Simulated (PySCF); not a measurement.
Ir²⁺ (iridium, charge +2) across methods

[Xe] 4f14 5d7, high-spin 4F determinant. All numbers are calculated (PySCF 2.14, the spin-free X2C one-electron Hamiltonian (Gaussian nucleus), in x2c-TZVPPall (11s7p7d3f1g, 97 functions)).

```tsv
method	E (hartree)	mean ε 5p β (eV)	mean ε 5d α (eV)	mean ε 5d β (eV)	Σ⟨r²⟩ (bohr²)	⟨S²⟩
M06-L	-17827.99	-71.612	-25.246	-23.580	42.22	3.755
PBE	-17828.50	-71.525	-25.288	-23.593	42.66	3.751
PBE0	-17828.28	-74.498	-26.995	-25.155	42.40	3.752
LDA	-17817.35	-72.014	-25.489	-23.802	42.71	3.751
UHF	-17823.08932	-82.129	-31.277	-28.837	42.12	3.755
r2SCAN	-17828.57	-72.548	-25.589	-23.848	42.36	3.753
M06	-17828.79	-73.929	-26.810	-25.306	42.31	3.753
CAM-B3LYP	-17829.50	-76.024	-28.365	-26.708	42.60	3.752
```

Spin-orbit coupling, absent here, splits the open shell strongly.
